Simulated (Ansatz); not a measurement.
Mo₂O₄⁻, relaxed as a doublet with UKS r2SCAN-D4/def2-SVPD in Ansatz, starting from the GFN1-xTB geometry. Force threshold 0.02 eV/Å.

In the def2 sets Mo takes a core potential; there is no spin–orbit coupling. The charge -1 doublet is spin-contaminated (final ⟨S²⟩ up to 1.07, 0.75 for a pure state). The relaxation made no stability test and no search for a lower SCF solution. No other spin state of charge -1 was run. Another isomer (quartet) lies 1.03 eV lower at PBE0-D4/def2-TZVPD; other spin states weren't run for this one.

Start:

```csv
atom,x (Å),y (Å),z (Å)
Mo1,-0.7105,0.1623,1.0680
Mo2,0.7112,-0.1623,-1.0670
O3,1.6762,-1.5237,-0.9679
O4,-1.6771,1.5223,0.9646
O5,0.4263,1.0443,-2.1881
O6,-0.4261,-1.0429,2.1904
```

```json
{"step": "1", "energy (eV)": "-11896.2915", "largest force component (eV/Å)": "4.790", "SCF passes": "51"}
{"step": "2", "energy (eV)": "-11896.8216", "largest force component (eV/Å)": "1.772", "SCF passes": "37"}
{"step": "3", "energy (eV)": "-11896.9216", "largest force component (eV/Å)": "0.313", "SCF passes": "41"}
{"step": "4", "energy (eV)": "-11897.0362", "largest force component (eV/Å)": "0.536", "SCF passes": "51"}
{"step": "5", "energy (eV)": "-11897.3211", "largest force component (eV/Å)": "1.094", "SCF passes": "44"}
{"step": "6 (rejected)", "energy (eV)": "-11897.1766", "largest force component (eV/Å)": "1.920", "SCF passes": "48"}
{"step": "7", "energy (eV)": "-11897.3892", "largest force component (eV/Å)": "0.937", "SCF passes": "38"}
{"step": "8", "energy (eV)": "-11897.4316", "largest force component (eV/Å)": "0.183", "SCF passes": "37"}
{"step": "9", "energy (eV)": "-11897.4471", "largest force component (eV/Å)": "0.063", "SCF passes": "37"}
{"step": "10", "energy (eV)": "-11897.4479", "largest force component (eV/Å)": "0.003", "SCF passes": "30"}
```

Force components are those of the run's own axes.

End:

```xyz
6

Mo   -0.388    0.374    1.182
Mo    0.389   -0.374   -1.182
O     1.760   -1.394   -0.967
O    -1.757    1.397    0.970
O     0.565    1.049   -2.135
O    -0.569   -1.051    2.132
```

By distances, no bond broke or formed. The bond that changes most is Mo1–O6, from 1.67 to 1.72 Å (atoms count from 1).

No frequencies were taken in this run, so the end may be a saddle point.

Run time 54 s (4 threads of Arm Neoverse V2 on a shared host).
